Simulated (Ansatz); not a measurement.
Frontier orbitals of CH$_{5}$ClNNbO (`[CH3][Nb]([NH2])(=[O])[Cl]`).

Cartesian coordinates in Å:
```
C 0.071 -1.091 -1.131
Nb -0.496 0.638 0.014
N 0.718 0.702 1.540
O -0.098 1.956 -0.961
Cl -2.746 0.487 0.543
H -0.589 -1.147 -2.005
H -0.047 -2.007 -0.544
H 1.101 -1.026 -1.488
H 0.644 0.097 2.348
H 1.441 1.392 1.685
```

Total charge 0; spin multiplicity 1. Correlated methods include outer-core shells of Nb, which these sets cover unevenly. Nb takes the def2 core potential. Geometry: relaxed with PBE0-D4/def2-TZVP. It is one conformer, not always the lowest. Basis def2-TZVPP, the Gaussian-basis code of Ansatz.

```csv
functional,HOMO (eV),LUMO (eV),gap (eV)
PBE,-6.85,-2.80,4.05
revPBE,-6.78,-2.71,4.07
BLYP,-6.72,-2.69,4.03
B97M-V,-7.22,-2.63,4.59
PBE0,-8.22,-1.96,6.26
r2SCANh,-7.66,-2.35,5.31
CAM-B3LYP,-9.64,-0.86,8.78
ωB97M-V,-10.55,0.16,10.71
HF,-11.51,1.64,13.15
```

Against PBE, PBE0 changes HOMO and LUMO by −1.37 and +0.84 eV, ωB97M-V by −3.70 and +2.96 eV. A gap of 4.05 eV thus becomes 10.70 eV for the same molecule, so an orbital gap means little without its functional. A positive LUMO is unbound and depends on the basis.
